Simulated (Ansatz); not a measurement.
Input file for Ansatz (a quantum-chemistry and plane-wave program): R-CCSD(T)/def2-SVP on H2O2Pb (SMILES [OH][Pb][OH]), a point of a torsion scan. Elements past Kr take the def2 small-core potentials; no spin–orbit coupling. The run froze 11 orbitals, filled d shells among them.

Ansatz 0.2 input:
```yaml
crystal:
  periodic: [false, false, false]
  atoms:
    - {symbol: O, position_ang: [1.45625559, 0.20607757, -0.47151715]}
    - {symbol: Pb, position_ang: [-0.14224465, -0.98238347, -0.84540021]}
    - {symbol: O, position_ang: [-0.90377423, -1.42763136, 1.08304827]}
    - {symbol: H, position_ang: [2.29978734, 0.47500291, -0.12503195]}
    - {symbol: H, position_ang: [-0.54681235, -1.15044380, 1.92126471]}
basis:
  gaussian:
    orbitals: def2-SVP
magnetization: {spin_polarized: false}
correlation: {method: ccsd_t, electrons: outside_noble_gas}
scf: {lower_state_search: off}
```

What total energy does the run end on?

-343.0739 hartree (reference determinant -342.6043, T1 diagnostic 0.023).
